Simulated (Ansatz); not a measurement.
The cluster Cu₂F was relaxed with r2SCAN-D4 (def2-TZVP) in Ansatz in these states: neutral doublet, neutral quartet. The geometries follow in no particular order.

A:

```xyz
3

Cu   -1.0950   -0.4272    0.4919
Cu    0.3576    0.2753   -1.1916
F     0.7374    0.1519    0.6997
```

B:

Cartesian coordinates in Å:
```
Cu 1.3704 0.2209 -0.2027
Cu -1.0997 -0.7047 -0.5117
F -0.2707 0.4839 0.7144
```

Question: Judge from the bond lengths which geometry belongs to which state (an estimate).

Answer: A is the neutral doublet (Cu1–Cu2 2.332 Å, Cu1–F3 1.933 Å, Cu2–F3 1.933 Å); B is the neutral quartet (Cu1–Cu2 2.656 Å, Cu1–F3 1.898 Å, Cu2–F3 1.898 Å).

At PBE0-D4/def2-TZVP a doublet lies 2.30 eV below the neutral quartet. These are the stationary points nearest to one start from a short search; other shapes may lie lower in each state.
